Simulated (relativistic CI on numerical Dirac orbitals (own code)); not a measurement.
## Rh²⁺: 4d valence photoemission

Computed with this model: Dirac-Coulomb-Breit CI, separate exchange-only KLI orbitals for each configuration, a model potential for QED, valence Slater integrals scaled by 0.8, multiplet model of photoemission in the sudden approximation; configurations [Kr] 4d7 → [Kr] 4d6; 300 K; Lorentzian 0.3 eV and Gaussian 0.5 eV FWHM. Energies are those of the free ion, without screening or charge transfer. The energies are binding energies and can lie tens of eV above those of solids. S is read from ⟨S²⟩ = S(S + 1).

Field parameters in Wybourne normalisation: D3d B²₀ = −7Dσ, B⁴₀ = −14Dq − 21Dτ, B⁴₃ = −14√(10/7) Dq; D4h B²₀ = −7Ds, B⁴₀ = 21(Dq − Dt), B⁴₄ = 21√(5/14) Dq; Td as Oh with Dq negative (B⁴₀ = 21Dq, B⁴₄ = √(5/14) B⁴₀). The field is a parameter set, without covalency.

free ion: ground-state S = 1.48, centroid 31.11 eV. Peaks (eV, height): 29.7 (77), 31.7 (100), 34.9 (9).

D4h, 10Dq = 34450, Ds = 340, Dt = 160 cm⁻¹: ground-state S = 0.51, centroid 31.73 eV. Peaks (eV, height): 28.6 (36), 31.6 (100), 32.2 (95), 33.7 (25).

D4h, 10Dq = 36100, Ds = -1000, Dt = 300 cm⁻¹: ground-state S = 0.51, centroid 31.76 eV. Peaks (eV, height): 28.5 (31), 32.0 (100), 33.6 (23).

D3d, 10Dq = 13450, Dσ = -180, Dτ = 220 cm⁻¹: ground-state S = 1.13, centroid 31.22 eV. Peaks (eV, height): 30.3 (100), 31.1 (70), 32.5 (48).

D3d, 10Dq = 29050, Dσ = 870, Dτ = 0 cm⁻¹: ground-state S = 0.52, centroid 31.58 eV. Peaks (eV, height): 28.8 (35), 31.4 (88), 32.0 (100), 33.4 (28).

Td, 10Dq = -16100 cm⁻¹: ground-state S = 1.50, centroid 31.44 eV. Peaks (eV, height): 30.9 (100), 32.8 (27), 33.5 (16).

Strongest unbroadened transitions for D4h, 10Dq = 36100, Ds = -1000, Dt = 300 cm⁻¹:

| Energy (eV) | Relative strength |
| --- | --- |
| 28.52 | 87.6 |
| 31.54 | 31.3 |
| 31.56 | 100.0 |
| 31.91 | 73.4 |
| 31.95 | 35.1 |
| 32.15 | 68.2 |
| 32.19 | 50.2 |
| 32.20 | 29.4 |
| 32.44 | 31.3 |
| 32.78 | 43.6 |
| 32.90 | 1.6 |
| 33.63 | 55.3 |
| 36.72 | 1.1 |
| 36.76 | 0.5 |
| 37.61 | 0.8 |
| 37.73 | 0.7 |
| 37.83 | 0.9 |
| 37.97 | 0.5 |
